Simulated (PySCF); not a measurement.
## Assignment exercise: C₆H₉FO

Atoms are numbered as in `[CH3:1][C@@H:2]1[CH2:3][C@@:4]1([CH3:5])[C:6](=[O:7])[F:8]`; H(Xn) means a hydrogen on atom n. Ha(C3) is cis to C1 on the ring; Hb(C3) is trans to C1 on the ring.

PySCF 2.14 calculation with shielding tensors at PBE0/pcSseg-1 (GIAO) and GFN2-xTB geometry; single conformer, no solvent, rapidly exchanging positions averaged, no relativistic terms.

Referencing at the same level of theory: TMS for ¹³C and ¹H.

(1) Assign these signals to the numbered atoms. ¹³C{¹H} NMR (computed): δ 174.8, 27.4, 25.8, 23.2, 16.5, 16.2.

(2) Assign these signals to the numbered atoms. ¹H NMR (300 MHz, computed): δ 1.74 (m, 1H), 1.60 (m, 1H), 1.37 (s, 3H), 1.26 (d, 3H), 0.45 (m, 1H).

Results:

(1) 
| δ (ppm) | atoms | environment | reason |
| --- | --- | --- | --- |
| 174.8 | C6 | carbonyl carbon | – |
| 27.4 | C3 | three-membered-ring carbon | carbons of three-membered rings are unusually shielded |
| 25.8 | C2 | three-membered-ring carbon | – |
| 23.2 | C4 | three-membered-ring carbon | – |
| 16.5 | C5 | methyl carbon | a saturated carbon with 1 carbon neighbour and no heteroatom attached |
| 16.2 | C1 | methyl carbon | – |

C3 and C2; C5 and C1 lie closer than the usual error of such a calculation, so a measured spectrum could show them in the other order.

(2) 
| δ (ppm) | atoms | environment | reason |
| --- | --- | --- | --- |
| 1.74 | H(C2) | hydrogen on a three-membered-ring carbon | – |
| 1.60 | Hb(C3) | hydrogen on a three-membered-ring carbon | – |
| 1.37 | H(C5) | hydrogen on a methyl carbon | – |
| 1.26 | H(C1) | hydrogen on a methyl carbon | far from electronegative atoms and π systems |
| 0.45 | Ha(C3) | hydrogen on a three-membered-ring carbon | cyclopropane-type protons are shielded by the ring |

H(C5) and H(C1) lie closer than the usual error of such a calculation, so a measured spectrum could show them in the other order.

Splittings by ¹⁹F in the carbon and heteronuclear signals aren't shown, as no couplings were computed. Shifts are as computed. Against solution values, carbons near 30 ppm lie about +3 ppm off and those near 130 ppm about +5 ppm. Of 1211 compounds with measured shifts, 218 miss one by over three times the rms of a fit or turn the order of signals round; such compounds aren't used in these exercises. Multiplicities follow the n + 1 count of equivalent neighbours, as no J values were calculated; m marks all less simple cases, F and P coupling included.
